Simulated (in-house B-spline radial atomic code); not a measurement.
Atomic self-consistent-field run: Ca²⁺. Level of theory: non-relativistic LDA VWN5, spherical fractional occupations, point nucleus, inside a hard spherical wall at 2 bohr; calculated with a B-spline radial code for spherical atoms.

Command:
```bash
python run_scf.py task.json out
```
Settings:
```
Z                20
configuration    [Ne] 3s2 3p6
hamiltonian      nr
method           lda,vwn
spin_polarised   False
wall_radius      2.0
```

Output (hartree, bohr):
```
 radial grid: 37 intervals, B-splines of order 8, outer radius 2 bohr

 iter        energy (Eh)    residual
    1        -671.473644    2.19e-01
    2        -672.069303    7.32e-02
    3        -672.137893    2.23e-02
    4        -672.144889    6.61e-03
    5        -672.145589    2.82e-03
    6        -672.145691    3.10e-05
    7        -672.145691    2.43e-06
    8        -672.145691    3.39e-09

 total energy                      -672.14569
 kinetic                             688.1421
 electron-nucleus                  -1614.6287
 Hartree                             289.3200
 exchange-correlation                -34.9791

 orbital      occ     eigenvalue          <r>       <r^2>       <1/r>       <r^4>       r_max
 1s         2.000      -143.3070     0.077561  0.00807688     19.4884 0.000167272     0.05093
 2s         2.000       -14.6342     0.369829    0.162092     3.97472   0.0467963      0.3037
 2p         6.000       -11.8449     0.331578    0.136285     3.90899   0.0389512      0.2484
 3s         2.000        -1.4751      1.02962     1.17611      1.3341     1.84652      0.9888
 3p         6.000        -0.7032      1.03825     1.20201      1.2805     1.93914       1.011

 Slater integrals (Eh)
   F0(3s,3s)                     0.869322
   F0(3s,3p)                     0.865199
   G1(3s,3p)                     0.594567
   F0(3p,3p)                     0.861939
   F2(3p,3p)                     0.460472
```

Run time, properties included: 0.05 s on 1 thread of Arm Neoverse V2, on a shared host.
